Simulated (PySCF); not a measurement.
In(F)3 anion (F3In), SMILES [F][In]([F])[F] (connectivity only; charge and spin as stated), charge -1, multiplicity 2.

Geometry: B3LYP-D3(BJ)/def2-SVPD. The spin state was assumed, not searched. The isomer is the one that the SMILES or the coordinates give; other isomers of the formula were not compared. The def2 effective core potentials stand for the cores of In; spin–orbit coupling is left out.

Calculation: B3LYP-D3(BJ)/def2-SVPD in PySCF 2.14.0.

Frequencies are harmonic and unscaled.

Modes within 1.5 cm⁻¹ of each other (mostly degenerate sets) share a row, with their intensities summed.

Computed harmonic wavenumbers and intensities:
| mode | ν (cm⁻¹) | IR (km/mol) | moving atoms (share of kinetic energy) |
|---|---|---|---|
| 1–2 | 123 | 19.4 | F 91 %, In 9 % |
| 3 | 148 | 34.2 | F 75 %, In 25 % |
| 4 | 454 | 57.4 | F 92 % |
| 5–6 | 458 | 264.6 | F 82 %, In 18 % |
